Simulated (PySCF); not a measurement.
GeF2, SMILES [F][Ge][F] (connectivity only; charge and spin as stated), neutral, multiplicity 1. Geometry optimised at PBE-D3(BJ)/def2-TZVP. The isomer is the one that the SMILES or the coordinates give; other isomers of the formula were not compared.

Calculation: PySCF with PBE-D3(BJ)/def2-TZVP.

Harmonic wavenumbers (cm⁻¹): 240, 629, 652. Rotational constants (GHz): 14.94, 7.450, 4.971; symmetry number 2.

Work out the zero-point energy and the ideal-gas rigid-rotor harmonic-oscillator thermochemistry at 298.15 K and 1 atm.

ZPE = ½ Σ hcν = ½ × 1521 cm⁻¹ = 2.17 kcal/mol. H − E(el) = 5.03 kcal/mol. Entropy in cal/(mol K): translation 40.02, rotation 22.50, vibration 2.57, total 65.09. G − E(el) = -14.37 kcal/mol. Cp = 11.62 cal/(mol K).
